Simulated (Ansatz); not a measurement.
Relaxing a trial structure of AsGeH5Si

The starting geometry of this gas-phase singlet was optimised with GFN2-xTB.

| atom | x (Å) | y (Å) | z (Å) |
| --- | --- | --- | --- |
| As | 0.5581 | 0.6500 | 1.7152 |
| Ge | 1.7440 | 2.7063 | 2.1690 |
| Si | -1.0112 | 2.0020 | 0.6654 |
| H | -1.3651 | 1.4321 | -0.6423 |
| H | -2.2166 | 2.0679 | 1.4993 |
| H | 1.3425 | 0.4041 | 0.4353 |
| H | 0.6936 | 3.0238 | 3.3836 |
| H | -0.6292 | 3.4076 | 0.3868 |

Where would you expect an optimisation with PBE0-D3(BJ)/def2-SVP to take it?

A new bond forms, giving a structure with H8 bridging Si3 and Ge2, given below by its coordinates. Distances that change by over a tenth: Ge2–Si3 (3.22 → 2.70 Å). Contacts that close: Ge2–H8 (3.05 → 1.88 Å).

The energy falls by 0.33 eV over 12 steps:

```csv
step,E − E(last) (eV)
1,0.325
2,0.243
3,0.200
5,0.083
6,0.031
7,0.010
8,0.002
10,0.000
11,0.000
12,0.000
```

Final geometry (Å):

| atom | x (Å) | y (Å) | z (Å) |
| --- | --- | --- | --- |
| As | 0.6691 | 0.4725 | 1.7515 |
| Ge | 1.3398 | 2.9195 | 1.8110 |
| Si | -0.9411 | 1.8592 | 0.8282 |
| H | -1.2255 | 1.7055 | -0.6254 |
| H | -2.1643 | 2.0962 | 1.6383 |
| H | 1.2913 | 0.2533 | 0.3719 |
| H | 0.3436 | 3.0987 | 3.0472 |
| H | -0.1967 | 3.2888 | 0.7897 |

The end wasn't checked by frequencies. Run with Ansatz 0.2.0, 19 s on 2 threads of Intel(R) Xeon(R) 6975P-C (Granite Rapids), on a shared host.
